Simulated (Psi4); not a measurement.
Here is a job for Psi4.
```
memory 2 GB

molecule mol {
0 1
I    -0.937377    2.256308   -0.767222
Ge   -0.000000   -0.000000    0.000000
I    -1.748439   -1.829210   -0.393937
I     0.567732    0.115212    2.494522
I     2.118083   -0.542311   -1.333362
}

set {
  basis sto-3g
  reference uhf
  scf_type pk
  stability_analysis follow
}

energy('scf')
print_variables()
```

Problem. Predict the total energy from HF/STO-3G run with Psi4.

Solution. -29454.7401 Eh

Problem. Estimate the number of basis functions that HF/STO-3G returns for this input.

Solution. 126

Problem. Roughly what does it cost on one core?

Solution. around 14 core-seconds (rough).
